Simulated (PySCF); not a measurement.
## Gas-phase XPS of (F3Si)2Se, computed

(F3Si)2Se.
Z-matrix (Å and degrees, PBE0-D3(BJ)/def2-SVP geometry), rows numbered from 1:
```
Si
F   1  1.5942
F   1  1.5977  2  107.76
F   1  1.5956  2  107.87  3  -117.78
Se  1  2.2443  2  113.50  3   123.91
Si  5  2.2435  1   93.71  2   -81.20
F   6  1.5955  5  108.38  1   151.55
F   6  1.5946  5  113.07  1   -89.34
F   6  1.5990  5  110.55  1    31.77
```

Level of theory: PySCF, delta-SCF UKS SCAN, pcX-2 on the ionised atom, pcseg-1 elsewhere, spin-free X2C. Binding energies are ΔSCF values: E(core-ionised, relaxed orbitals) − E(ground state) at a fixed geometry, referred to the vacuum level.

List the computed XPS lines with their assignment.

| atom(s) | bonded to | level | binding energy (eV) | 2p1/2 (eV) | count |
| --- | --- | --- | --- | --- | --- |
| Si1/Si6 | 3 F and Se | Si 2p3/2 | 110.92 | 111.54 | 2 |
| Si1/Si6 | 3 F and Se | Si 1s | 1851.29 | – | 2 |
| F2 (×6) | Si | F 1s | 693.79 | – | 6 |

What is the longest wavelength that can ionise Si 2p3/2 of Si1/Si6 vertically?

λ = hc/E = 12398.42 eV Å / 110.92 eV = 111.778 Å.

Topologically equivalent atoms share the value of their first member; where this conformer doesn't relate them by symmetry, their own values could differ. Spin–orbit coupling isn't in the SCF: each 2p doublet comes from a relaxed spin-free hole plus a matrix of the shell (mean-field spin–orbit coupling and the ground-state 2p splitting), with 2p3/2 averaged over its two sublevels. 2p1/2 minus 2p3/2 (ligand field included): Si 0.63 eV. No level of selenium is listed. Geometry: PBE0-D3(BJ)/def2-SVP; no solvent, vibrations or thermal averaging.

The run took 57 s on one thread of an Intel Xeon at 2.50 GHz, shared host with 64 logical CPUs at a one-minute load of 62, and the process peaked at 0.63 GiB of memory.
